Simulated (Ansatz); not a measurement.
`C[Si@H]1O[C@@H]1N` + H₂ → `NC1O[SiH2]1` + CH₄  (hydrogenolysis of the Si–C bond)

Gas-phase electronic energies from Ansatz, PBE0-D4/def2-TZVP geometries. CCSD(T)/CBS is the MP2 limit (def2-TZVPP, def2-QZVPP) plus CCSD(T) − MP2 in def2-TZVPP, frozen cores. This one scheme is used for every species. DFT in def2-TZVPP. B3LYP here is the variant with VWN-RPA as its local correlation; programs differ in this. Each species was taken in one conformer, which may not be the lowest.

```json
{"level": "PBE0-D4", "ΔE (kJ/mol)": "-14.9", "difference from CCSD(T)/CBS": "0.0"}
{"level": "BHLYP-D4", "ΔE (kJ/mol)": "-21.2", "difference from CCSD(T)/CBS": "-6.3"}
{"level": "B3LYP", "ΔE (kJ/mol)": "-25.5", "difference from CCSD(T)/CBS": "-10.6"}
{"level": "BHLYP", "ΔE (kJ/mol)": "-27.4", "difference from CCSD(T)/CBS": "-12.5"}
{"level": "HF/def2-SVP", "ΔE (kJ/mol)": "-43.5", "difference from CCSD(T)/CBS": "-28.6"}
{"level": "HF/def2-TZVPP", "ΔE (kJ/mol)": "-36.5", "difference from CCSD(T)/CBS": "-21.6"}
{"level": "CCSD/def2-TZVPP", "ΔE (kJ/mol)": "-20.7", "difference from CCSD(T)/CBS": "-5.8"}
{"level": "HF/def2-QZVPP", "ΔE (kJ/mol)": "-36.3", "difference from CCSD(T)/CBS": "-21.4"}
{"level": "HF/CBS(def2)", "ΔE (kJ/mol)": "-36.3", "difference from CCSD(T)/CBS": "-21.4"}
{"level": "CCSD/CBS(def2)", "ΔE (kJ/mol)": "-18.6", "difference from CCSD(T)/CBS": "-3.7"}
{"level": "CCSD(T)/CBS", "ΔE (kJ/mol)": "-14.9", "difference from CCSD(T)/CBS": "0"}
```

Largest T1 diagnostic among the species: 0.014.

At CCSD(T), def2-SVP lies −15.3 kJ/mol from the extrapolated value and def2-TZVPP −2.1 kJ/mol. In def2-TZVPP, CCSD(T) changes the Hartree–Fock value by +19.5 kJ/mol (the triples alone add +3.7 kJ/mol) and MP2 by +24.2 kJ/mol.
